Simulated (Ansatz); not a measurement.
BFH₂O₂, SMILES `OB(O)F`, relaxed with RKS PBE-D4/def2-SVP in the Gaussian-basis code of Ansatz from a rough embedded geometry. The force threshold is 0.03 eV/Å; the program also tests the step.

The species carries charge 0 and has multiplicity 1.

Start:

```xyz
6

O    -0.535    0.876    0.775
B     0.051   -0.235    0.166
O     0.405   -0.159   -1.216
F     0.291   -1.446    0.836
H    -1.553    0.771    0.688
H     1.340    0.194   -1.249
```

By how much does the energy fall, and how many steps does the optimiser take? (Best estimate.)

Ansatz gave: 1.08 eV, in 10 steps, 1 of them rejected.

Which bonds change most? (Best estimate.)

The calculation gave: B2–O3 from 1.429 to 1.362 Å; B2–F4 from 1.405 to 1.346 Å; O1–H5 from 1.026 to 0.973 Å; O3–H6 from 1.000 to 0.973 Å.

Give the relaxed structure. (Best estimate.)

The calculation gave: 
```xyz
6

O    -0.636    0.853    0.353
B     0.049   -0.301    0.074
O     0.962   -0.365   -0.935
F    -0.165   -1.415    0.799
H    -1.247    0.736    1.102
H     1.036    0.492   -1.391
```
